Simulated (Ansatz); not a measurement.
CH5SbSi, SMILES `[CH2]1[SiH2][SbH]1`. The species carries charge 0 and has multiplicity 1. Sb: def2 effective core potential. All single points use the PBE0-D4/def2-TZVP geometry.

```xyz
8

C     0.045    0.802    0.556
Si   -0.797   -0.642   -0.218
Sb    1.654   -0.756    0.331
H    -0.142    1.008    1.606
H     0.241    1.700   -0.020
H    -1.232   -0.512   -1.626
H    -1.757   -1.385    0.630
H     1.989   -0.216   -1.259
```

(1) What is the dipole moment at B3LYP/def2-TZVPP? (Best estimate.)

(2) And with PBE, r2SCAN, ωB97M-V? (Best estimate.)

(3) Give the Mulliken charges with B3LYP, PBE, r2SCAN in def2-TZVPP. (Best estimate.)

Results:

(1) The calculation gave: 0.58 D, with components (-0.40, 0.32, 0.27) D in this frame, pointing from negative to positive charge.

(2) Ansatz gave: PBE 0.58 D, r2SCAN 0.65 D, ωB97M-V 0.61 D.

(3) Computed: 
```csv
atom,B3LYP,PBE,r2SCAN
C1,-0.47,-0.40,-0.42
Si2,0.16,0.09,0.18
Sb3,0.27,0.23,0.22
H4,0.13,0.13,0.12
H5,0.13,0.13,0.12
H6,-0.05,-0.04,-0.06
H7,-0.06,-0.05,-0.07
H8,-0.11,-0.09,-0.10
```

B3LYP here is the variant with VWN-RPA as its local correlation; programs differ in this.
